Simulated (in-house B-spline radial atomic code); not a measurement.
Relativistic effects in the vanadium ion V⁴⁺, [Ar] 3d1: non-relativistic Hartree-Fock (point nucleus) against Dirac-Hartree-Fock (Fermi nucleus of rms radius 3.6002 fm), both averages of the configuration, computed with a B-spline radial code for spherical atoms.

```json
{"orbital": "1s1/2", "ε NR (Eh)": "-203.58", "ε Dirac (Eh)": "-205.03", "<r> NR (bohr)": "0.06701", "<r> Dirac (bohr)": "0.06639", "change of <r> (%)": "-0.9"}
{"orbital": "2s1/2", "ε NR (Eh)": "-26.006", "ε Dirac (Eh)": "-26.29", "<r> NR (bohr)": "0.3087", "<r> Dirac (bohr)": "0.3058", "change of <r> (%)": "-0.9"}
{"orbital": "2p1/2", "ε NR (Eh)": "-22.15", "ε Dirac (Eh)": "-22.365", "<r> NR (bohr)": "0.2738", "<r> Dirac (bohr)": "0.271", "change of <r> (%)": "-1.0"}
{"orbital": "2p3/2", "ε NR (Eh)": "-22.15", "ε Dirac (Eh)": "-22.099", "<r> NR (bohr)": "0.2738", "<r> Dirac (bohr)": "0.2737", "change of <r> (%)": "-0.1"}
{"orbital": "3s1/2", "ε NR (Eh)": "-5.1488", "ε Dirac (Eh)": "-5.193", "<r> NR (bohr)": "0.9284", "<r> Dirac (bohr)": "0.9221", "change of <r> (%)": "-0.7"}
{"orbital": "3p1/2", "ε NR (Eh)": "-3.9478", "ε Dirac (Eh)": "-3.9768", "<r> NR (bohr)": "0.9745", "<r> Dirac (bohr)": "0.968", "change of <r> (%)": "-0.7"}
{"orbital": "3p3/2", "ε NR (Eh)": "-3.9478", "ε Dirac (Eh)": "?", "<r> NR (bohr)": "0.9745", "<r> Dirac (bohr)": "?", "change of <r> (%)": "?"}
{"orbital": "3d3/2", "ε NR (Eh)": "-2.4084", "ε Dirac (Eh)": "-2.3992", "<r> NR (bohr)": "1.071", "<r> Dirac (bohr)": "1.074", "change of <r> (%)": "+0.2"}
{"orbital": "3d5/2", "ε NR (Eh)": "-2.4084", "ε Dirac (Eh)": "?", "<r> NR (bohr)": "1.071", "<r> Dirac (bohr)": "?", "change of <r> (%)": "?"}
```

Task: What happens to 3d5/2?

Result: Its energy goes to -2.3961 hartree and <r> to 1.076 bohr (+0.40 %).

Task: What happens to 3p3/2?

Result: Its energy goes to -3.9415 hartree and <r> to 0.9746 bohr (+0.01 %).

Task: What explains the pattern of contraction and expansion?

Result: Expansion is seen in 3d3/2, 3d5/2. The s and p1/2 orbitals contract directly, screen the nucleus better, and so push out orbitals that have little density near the nucleus; spin-orbit coupling adds to this for j = l + 1/2 and opposes it for j = l - 1/2.

Task: By how much does the total energy change?

Result: By -5.3946 hartree, from -939.446 to -944.840.
